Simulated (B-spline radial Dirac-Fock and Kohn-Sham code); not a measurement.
Cross section and asymmetry of the 5p3/2 subshell of Ta⁶⁺

System: the Ta⁶⁺ ion, 1s2 2s2 2p6 3s2 3p6 3d10 4s2 4p6 4d10 4f13 5s2 5p6. The computed 5p3/2 threshold is 119.1 eV; without correlation, outer thresholds are uncertain by 1 to 2 eV. With an open shell the threshold is an average over the terms of the final ion.

Method: the independent-particle Dirac-Slater model, thresholds from Dirac-Fock. Computed with a radial B-spline solver. Interchannel coupling and autoionising resonances are not included, so magnitudes near threshold are approximate.

Question: How do σ and β run from threshold to 400 eV kinetic energy?

Answer: The cross section shows no minimum in this range. It is largest at the lowest energy, 0.312 Mb. β ranges from -0.36 (at 27.4 eV) to 1.10.

```csv
kinetic energy (eV),σ (Mb),β
1.5,0.312,-0.14
2.3,0.308,-0.15
3.7,0.302,-0.18
5.7,0.293,-0.21
9.0,0.281,-0.25
14.0,0.264,-0.30
21.9,0.243,-0.34
34.2,0.216,-0.35
53.5,0.187,-0.27
83.7,0.158,-0.07
130.9,0.128,0.26
204.6,0.0964,0.62
319.9,0.0676,0.95
```

Run: 4.5 s of CPU time on 1 thread of Neoverse-V1 (shared host), peak memory 0.38 GiB.
